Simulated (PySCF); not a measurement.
Ionising TlSe

PBE; basis Tl cc-pVDZ-PP with ECP60, Se cc-pVDZ-PP with ECP10; scalar-relativistic core potentials; PySCF 2.14. Neutral (UKS): doublet (π ↑), Re = 2.755 Å, ωe = 169 cm⁻¹, De = 2.95 eV, HOMO -4.92 eV, LUMO -4.78 eV.

TlSe⁺ (UKS): triplet (π ↑↑), Re = 3.266 Å, ωe = 86.6 cm⁻¹. The energies at the minima are -545.74020 hartree for TlSe and -545.45827 for TlSe⁺.

Q: Work out the adiabatic ionisation energy, without and with harmonic zero-point energies (1 hartree = 27.2114 eV, 1 eV = 8065.5 cm⁻¹), and the change of the bond length.

A: At PBE: 0.28193 hartree = 7.672 eV between the minima; the zero-point term (86.6 − 169.0)/2 cm⁻¹ = -0.005 eV makes it 7.667 eV. Re changes by +51.1 pm against the neutral. The electron leaves a π orbital, and the ion is left as a loose complex of an ion and an atom.

Spin–orbit coupling is left out, which matters for elements this heavy, above all for dissociation energies. States were picked by a PBE0 search and need not be the measured ground states.
